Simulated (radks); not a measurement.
Results of a calculation; reference values are marked as such.
Task: These are the eigenvalues of the occupied orbitals of an atom or ion with whole-number occupations (eV). Code: a radial shooting solver on a logarithmic mesh with Libxc functionals. Model: scalar-relativistic Kohn-Sham, exchange-only r2SCAN, spin-polarised, spherical densities, finite nucleus; meta-GGA in the generalised Kohn-Sham scheme; Fermi nuclear charge, rms radius of each element as measured or else 0.836 A^(1/3) + 0.57 fm.

1s up: -1601.352
1s down: -1599.299
2s up: -180.8237
2s down: -176.8202
2p up: -141.1746
2p down: -136.5677

Which element is it, and in what charge state? The configuration may be excited. Open shells, if any, are filled with parallel spins first.

Result: Z = 13, aluminium, charge +4: Al4+ in [He] 2s2 2p5. The list shows which subshells hold electrons but not how many an open one holds; the 1s level, -58.849 hartree, gives Z - s = 10.8 by -(Z - s)^2/2, which with screening and relativity narrows Z to a few neighbours, and the depths of the outer levels then fix element, charge and occupations together.
